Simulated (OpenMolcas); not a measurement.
Co3+: effect of the basis set

```
Program             : OpenMolcas
Method              : CASSCF
Active space        : 6 electrons in 5 orbitals (3d)
State averaging     : 2S+1 = 5 even, 5 roots; 2S+1 = 3 even, 45 roots; 2S+1 = 1 even, 50 roots
Spin-orbit coupling : RASSI with atomic mean-field integrals over the reference wave functions, term energies averaged over their components
```

A. ANO-RCC-VDZP [5s4p2d1f], DKH2, point nucleus; cost of the order of 24 core-seconds
B. ANO-RCC-VTZP [6s5p3d2f1g], DKH2, point nucleus; cost roughly 27 core-seconds
C. ANO-L-VTZP [6s5p3d2f1g], non-relativistic, point nucleus; cost of the order of 18 core-seconds
D. ANO-R2 [7s5p4d2f1g], X2C, finite nucleus; cost of the order of 20 core-seconds
E. ANO-RCC-VQZP [7s6p4d3f2g1h], DKH2, point nucleus; cost roughly 29 core-seconds
F. ANO-R3 [8s5p5d3f2g1h], X2C, finite nucleus; cost of the order of 28 core-seconds

Energies in eV above 3d⁶ ⁵D₄, the measured ground level; measured values from Sugar and Corliss, J. Phys. Chem. Ref. Data 10, 1097 (1981).

```json
{"Level": "3d⁶ ⁵D₄", "A": "0.0000", "B": "0.0000", "C": "0.0000", "D": "0.0000", "E": "0.0000", "F": "0.0000", "Measured": "0.0000"}
{"Level": "3d⁶ ⁵D₃", "A": "0.0811", "B": "0.0811", "C": "0.0799", "D": "0.0764", "E": "0.0762", "F": "0.0772", "Measured": "0.0792"}
{"Level": "3d⁶ ⁵D₂", "A": "0.1379", "B": "0.1379", "C": "0.1359", "D": "0.1302", "E": "0.1299", "F": "0.1315", "Measured": "0.1336"}
{"Level": "3d⁶ ⁵D₁", "A": "0.1745", "B": "0.1744", "C": "0.1720", "D": "0.1648", "E": "0.1645", "F": "0.1665", "Measured": ""}
{"Level": "3d⁶ ⁵D₀", "A": "0.1924", "B": "0.1923", "C": "0.1897", "D": "0.1818", "E": "0.1815", "F": "0.1836", "Measured": "0.1852"}
{"Level": "3d⁶ ³H₆", "A": "3.2060", "B": "3.2051", "C": "3.2163", "D": "3.2485", "E": "3.2592", "F": "3.2479", "Measured": "2.9359"}
{"Level": "3d⁶ ³H₅", "A": "3.2470", "B": "3.2461", "C": "3.2569", "D": "3.2878", "E": "3.2984", "F": "3.2875", "Measured": "2.9796"}
{"Level": "3d⁶ ³H₄", "A": "3.2768", "B": "3.2758", "C": "3.2864", "D": "3.3167", "E": "3.3272", "F": "3.3166", "Measured": "3.0093"}
{"Level": "3d⁶ ³P₂(1)", "A": "3.4962", "B": "3.4951", "C": "3.5096", "D": "3.5494", "E": "3.5623", "F": "3.5478", "Measured": "2.8372"}
{"Level": "3d⁶ ³F₄(1)", "A": "3.6664", "B": "3.6652", "C": "3.6792", "D": "3.7170", "E": "3.7297", "F": "3.7160", "Measured": "3.1487"}
{"Level": "3d⁶ ³F₃(1)", "A": "3.7124", "B": "3.7113", "C": "3.7245", "D": "3.7602", "E": "3.7726", "F": "3.7597", "Measured": "3.1908"}
{"Level": "3d⁶ ³P₁(1)", "A": "3.7326", "B": "3.7313", "C": "3.7425", "D": "3.7731", "E": "3.7851", "F": "3.7739", "Measured": "3.0660"}
{"Level": "3d⁶ ³F₂(1)", "A": "3.7469", "B": "3.7457", "C": "3.7583", "D": "3.7924", "E": "3.8047", "F": "3.7923", "Measured": "3.2197"}
{"Level": "3d⁶ ³P₀(1)", "A": "3.8287", "B": "3.8273", "C": "3.8376", "D": "3.8654", "E": "3.8772", "F": "3.8669", "Measured": "3.1552"}
{"Level": "3d⁶ ³G₅", "A": "4.0492", "B": "4.0479", "C": "4.0621", "D": "4.0988", "E": "4.1118", "F": "4.0986", "Measured": "3.5982"}
{"Level": "3d⁶ ³G₄", "A": "4.1260", "B": "4.1246", "C": "4.1376", "D": "4.1710", "E": "4.1837", "F": "4.1716", "Measured": "3.6690"}
{"Level": "3d⁶ ³G₃", "A": "4.1583", "B": "4.1569", "C": "4.1696", "D": "4.2023", "E": "4.2149", "F": "4.2031", "Measured": "3.7031"}
{"Level": "3d⁶ ¹I₆", "A": "4.8333", "B": "4.8317", "C": "4.8489", "D": "4.8947", "E": "4.9110", "F": "4.8942", "Measured": "4.4563"}
{"Level": "3d⁶ ¹G₄(1)", "A": "5.1052", "B": "5.1033", "C": "5.1220", "D": "5.1701", "E": "5.1878", "F": "5.1697", "Measured": "4.5481"}
{"Level": "3d⁶ ³D₁", "A": "5.2362", "B": "5.2342", "C": "5.2530", "D": "5.2973", "E": "5.3137", "F": "5.2974", "Measured": ""}
{"Level": "3d⁶ ³D₂", "A": "5.2396", "B": "5.2377", "C": "5.2566", "D": "5.3011", "E": "5.3176", "F": "5.3012", "Measured": ""}
{"Level": "3d⁶ ³D₃", "A": "5.2626", "B": "5.2607", "C": "5.2792", "D": "5.3227", "E": "5.3390", "F": "5.3230", "Measured": "4.5322"}
{"Level": "3d⁶ ¹S₀(1)", "A": "5.9284", "B": "5.9259", "C": "5.9492", "D": "6.0039", "E": "6.0248", "F": "6.0035", "Measured": "5.1381"}
{"Level": "3d⁶ ¹D₂(1)", "A": "6.3407", "B": "6.3380", "C": "6.3627", "D": "6.4183", "E": "6.4397", "F": "6.4182", "Measured": "5.2497"}
```

Deviations, from unrounded energies. A percentage is the sum of absolute deviations over the sum of measured energies, with the sign that they share, or ± where signs differ.

| Against measurement | Levels | A | B | C | D | E | F |
| --- | --- | --- | --- | --- | --- | --- | --- |
| mean absolute deviation (cm-1) | 20 | 3700 | 3700 | 3800 | 4100 | 4200 | 4100 |
| fine structure of the ground term (%) | 3 | +3.3 | +3.3 | +1.9 | -2.4 | -2.6 | -1.5 |
| other terms of the ground configuration (%) | 17 | +14.9 | +14.8 | +15.2 | +16.3 | +16.6 | +16.3 |

A, B, C lie about equally close to measurement and E furthest from it. The largest miss of B in the table is 3d⁶ ¹D₂(1), by +8800 cm-1. The ranking rests on the paired levels alone, and a cruder setting can come out closer through cancelling errors.

Among A to F the level of the table that moves most is 3d⁶ ¹D₂(1), by 820 cm-1 (lowest in B, highest in E).

Without dynamic correlation excited terms often stand tens of per cent too high (terms of higher spin than the ground term too low), and those without a measured partner can miss by more than the paired ones. The basis is small and was not contracted for so high a charge (holds for A). Computed and measured levels are paired by configuration, term and J; levels that our copy of the source lacks, or whose pairing is in doubt (as where it misses far off the trend of its configuration), stay unpaired and out of the deviations. Only configurations of the active space appear. Levels that lie high or do not pair safely by name in every column are left out.

A number in round brackets counts repeated terms of one configuration in the order of the reference energies.
